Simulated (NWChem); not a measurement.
Species: SrH2SO; SMILES [OH][Sr][SH]

```xyz
5

Sr    -0.3264     0.4485     0.0000
O      0.7527     2.2886     0.0000
H      1.3585     3.0308     0.0000
S      0.2162    -2.2641     0.0000
H      1.5643    -2.1591     0.0000
```
Atoms are numbered in this order, from 1.

All runs use the structure optimised with PBE0/def2-SVP. def2 effective core potentials on Sr; no spin-orbit coupling.

Symmetry labels are those of Cs in the frame above (b1 and b2, or b-type labels, depend on it).

List the 6 lowest vertical singlet excitations from B3LYP/def2-SVP with def2 effective core potentials on Sr, TDA (NWChem).


```json
[
 {"state": "S1", "energy (eV)": "2.74", "oscillator strength": "0.024", "symmetry": "a\"", "leading excitation (squared amplitude)": "HOMO → LUMO (1.00)"},
 {"state": "S2", "energy (eV)": "3.21", "oscillator strength": "0.034", "symmetry": "a'", "leading excitation (squared amplitude)": "HOMO−1 → LUMO (0.98)"},
 {"state": "S3", "energy (eV)": "4.15", "oscillator strength": "0.015", "symmetry": "a\"", "leading excitation (squared amplitude)": "HOMO−2 → LUMO (0.99)"},
 {"state": "S4", "energy (eV)": "4.16", "oscillator strength": "0.028", "symmetry": "a'", "leading excitation (squared amplitude)": "HOMO−3 → LUMO (0.98)"},
 {"state": "S5", "energy (eV)": "4.30", "oscillator strength": "0.011", "symmetry": "a'", "leading excitation (squared amplitude)": "HOMO → LUMO+1 (0.97)"},
 {"state": "S6", "energy (eV)": "4.35", "oscillator strength": "0.035", "symmetry": "a\"", "leading excitation (squared amplitude)": "HOMO → LUMO+2 (0.98)"}
]
```
